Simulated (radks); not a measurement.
Spin polarisation of the 4p5 shell in neutral bromine. Start: [Ar] 3d10 4s2 4p(up 2.5, down 2.5); electrons of 4p are moved from spin down to spin up, other shells keep equal spins. All-electron calculation, non-relativistic Kohn-Sham, PBEsol, spin-polarised, spherical densities, point nucleus. Program: a radial shooting solver on a logarithmic mesh with Libxc functionals.

moment (Bohr magnetons)  E - E(0) (eV)  e(4p up) (eV)  e(4p down) (eV)  4s down minus up (eV)
0                                0.000         -7.890           -7.890                 0.000
0.25                            -0.011         -7.979           -7.797                  0.192
0.5                             -0.045         -8.064           -7.701                  0.385
0.75                            -0.102         -8.146           -7.600                  0.577
1                               -0.182         -8.224           -7.495                  0.771

At moment 1 the spin-polarisation energy is -0.182 eV and the 4p exchange splitting 0.729 eV, that is 0.729 eV per Bohr magneton; E = -I m^2/4 would give I = 0.728 eV.
